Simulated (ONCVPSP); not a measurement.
# Configuration tests for zinc (ONCV)

zinc, optimised norm-conserving Vanderbilt (ONCV), made with ONCVPSP 4.0.1 (PBEsol, non-relativistic). Core [Ar] 3d10, reference 4s1.5 4p0.5. Waves: 4s: rc 2.05 bohr, ncon 3, nbas 8, qcut 3.7 1/bohr, 3 projectors, debl 1.3 Ha; 4p: rc 2.90 bohr, ncon 3, nbas 7, qcut 2.8 1/bohr, 2 projectors, debl 0.7 Ha. Local part: polynomial inside 1.50 bohr (lpopt 1, dvloc0 6 Ha). Core correction: polynomial model core, fcfact 0.35.

Energies are relative to the spin-unpolarised reference configuration 4s1.5 4p0.5; without spin polarisation the order of configurations can differ from experiment.

```json
{"valence configuration": "4s1 4p0", "charge": "+1", "ΔE all-electron (eV)": "7.270", "error AE − PS (meV)": "-63"}
{"valence configuration": "4s1.5 4p0", "charge": "+0.5", "ΔE all-electron (eV)": "1.449", "error AE − PS (meV)": "-4.7"}
{"valence configuration": "4s1 4p1", "charge": "0", "ΔE all-electron (eV)": "2.499", "error AE − PS (meV)": "-5.5"}
```

Q: What are ΔE and the potential's error for 4s2 4p0?

A: ΔE = -2.408 eV all-electron; the error (AE − PS) is -6.8 meV.

Levels in the configuration 4s1 4p0:

| level | all-electron (eV) | pseudo (eV) |
| --- | --- | --- |
| 4s | -13.690 | -13.889 |
